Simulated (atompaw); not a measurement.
Which setting gave this result? (cerium (Ce), PAW (atompaw))

Base potential:

| Item | Value |
| --- | --- |
| Element | cerium |
| Generator | atompaw 4.2.0.5 |
| Type | PAW |
| Functional | PBEsol |
| Relativity | scalar-relativistic |
| Frozen core | [Kr] 4d10 5s2 |
| Valence charge | 10 |
| Reference configuration | 4f1 5p6 5d1 6s2 6p0 |
| Partial waves | 6s (bound): rc 3.00 bohr; 6s channel at 1.65 Ry: rc 3.00 bohr; 5p (bound): rc 2.45 bohr; 6p (bound, empty): rc 3.00 bohr; 5d (bound): rc 2.15 bohr; 5d channel at 0.15 Ry: rc 2.15 bohr; 4f (bound): rc 1.80 bohr; 4f channel at 1.05 Ry: rc 1.80 bohr |
| Local potential | troulliermartins scheme with l = 4 at 0.5 Ry, radius 2.85 bohr |
| Core correction | smooth core density matched at 1.70 bohr |
| Augmentation charge | gaussian compensation charge, radius 2.65 bohr; PAW radius 3.00 bohr; waves and projectors: custom polynom2 7 10 vanderbiltortho |

Cutoffs, loose and tight: the cutoffs (Ry, on a coarse ladder) from which the occupation-weighted sum of valence levels, in a spherical-Bessel basis at the reference potential, stays within 10 and 1 mRy of its value at 400 Ry. They see the waves, projectors and local potential, not the compensation charge or the core.

Only the scale of all radii (base = 1) is moved (2 further runs of the sweep failed or gave no value and are left out):

```csv
scale of all radii (base = 1),"cutoff, loose","cutoff, tight",bound ghosts
0.94,40 Ry,230 Ry,s
1.09,30 Ry,80 Ry,s
1.17,25 Ry,60 Ry,none
1.3,25 Ry,45 Ry,none
```

Problem. One more run gave cutoff, loose: 35 Ry; cutoff, tight: 120 Ry; bound ghosts: s. Which value of the scale of all radii (base = 1) was used?

Solution. 1.03. The tight cutoff moves one way along this sweep, from 230 Ry at 0.94 to 45 Ry at 1.3, which places the run between 0.94 and 1.09.
